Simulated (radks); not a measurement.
Fractional charge and spin in the 5s shell of technetium: the spin-up occupation runs from 0 to 1 and the spin-down occupation from 0 to 1; the fullest corner is Tc, [Kr] 4d(up 2.5, down 2.5) 5s(up 1, down 1). Calculated with a radial shooting solver on a logarithmic mesh with Libxc functionals: scalar-relativistic Kohn-Sham, BLYP, spin-polarised, spherical densities, point nucleus. Energy (eV) minus the two flat planes that join the four corners (they meet along the diagonal where the two added fractions sum to one electron); zero is where a piecewise linear energy would lie.

down \ up,0,0.25,0.5,0.75,1
0,0.000,-0.650,-0.863,-0.644,0.000
0.25,-0.650,-0.820,-0.562,0.117,-0.581
0.5,-0.863,-0.562,0.157,-0.506,-0.768
0.75,-0.644,0.117,-0.506,-0.732,-0.570
1,0.000,-0.581,-0.768,-0.570,0.000

Corners above the fullest one (they belong to Tc+ and the next ion): (up 1, down 0) 7.967 eV, (up 0, down 1) 7.967 eV, (up 0, down 0) 23.094 eV. With half an added electron in each spin the energy lies 0.157 eV from the planes, and with half an added electron in spin up alone -0.863 eV. The planes are only a guide here: the flat-plane condition holds for ground states with one frontier orbital, while other shells are open and held unpolarised.
